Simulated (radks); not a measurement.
Task: The selenium ion Se4+, [Ar] 3d10 4s2. All-electron calculation, non-relativistic Kohn-Sham, LDA (Slater exchange, Perdew-Wang correlation), spin-polarised, spherical densities, point nucleus. Program: a radial shooting solver on a logarithmic mesh with Libxc functionals. Every spin shell is full or empty, so the densities are truly spherical. Functionals are evaluated on that one density, not self-consistently. Rank these exchange functionals by their error against the exact value of the orbitals, and give that value: LDA, B88, PBE, PBEsol, revPBE, PW86, WC, B86b, revTPSS, MS2, Tao-Mo, TASK, MVS.

Result: Exact: -84.0133 hartree. From best to worst, with 100 (|E| - |E exact|)/|E exact| (equal figures are ties): MVS +0.08, revPBE -0.09, B88 +0.19, B86b +0.19, PW86 +0.20, PBE -0.30, MS2 -0.33, Tao-Mo -0.55, revTPSS -0.69, WC -0.89, TASK -2.44, PBEsol -2.47, LDA -5.60.
